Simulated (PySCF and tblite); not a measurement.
The numbers below are computed, except where a source is named.
System: C₇H₉NO, numbered as in [CH3:1][CH2:2][O:3][c:4]1[cH:5][cH:6][n:7][cH:8][cH:9]1.

For the rotation about the C4–O3 bond (torsion C5–C4–O3–C2 from 4° to 176°, rising): electronic barrier 4.88 kcal/mol, zero-point change -0.36 kcal/mol, thermal and entropy terms at 350 K a further 0.54 kcal/mol (symmetry numbers apart). The minimum is C1, the saddle C1. Geometries: GFN2-xTB; energies: PBE0/pcSseg-1 + D3(BJ); zero-point and thermal terms from GFN2-xTB harmonic modes (soft modes blended into free rotors). Rates follow Eyring's equation with the number of equivalent paths and no tunnelling. Run with tblite and PySCF.

How many equivalent paths lead out of the minimum?

2: the symmetry number of the minimum is 1, that of the saddle displaced along its mode 1, and since the end is the start again or its mirror image, the same path run backwards is a second way out.

Work out the rate at 350 K.

ΔG‡ = 5.06 kcal/mol; k_B T/h = 7.3×10¹² s⁻¹; exp(−ΔG‡/RT) = 0.00069; times 2 gives k = 1×10¹⁰ s⁻¹. Wigner's tunnelling factor for the 55i cm⁻¹ mode would be 1.00.
